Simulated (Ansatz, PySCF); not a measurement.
System: germanium monoxide, GeO, charge 0, multiplicity 1. 
Coordinates optimised at B3LYP-D3(BJ)/def2-TZVP (Ansatz, a program for electronic structure):
```xyz
2

Ge     0.0000     0.0000    -0.3265
O      0.0000     0.0000     1.3060
```

Dipole moments at this geometry, in debye (magnitudes).

```
level                 program  dipole (D)
--------------------  -------  ----------
BP86/def2-TZVPD         PySCF        3.15
TPSS/def2-TZVPD         PySCF        3.15
BHLYP/def2-TZVPD       Ansatz        3.87
CAM-B3LYP/def2-TZVPD   Ansatz           ?
LC-wPBE/def2-TZVPD     Ansatz        3.65
CCSD(T)/aug-cc-pVDZ    Ansatz           ?
```

Problem. Fill in the missing entries.

Solution. 
- CAM-B3LYP/def2-TZVPD, dipole (D): 3.67
- CCSD(T)/aug-cc-pVDZ, dipole (D): 3.25
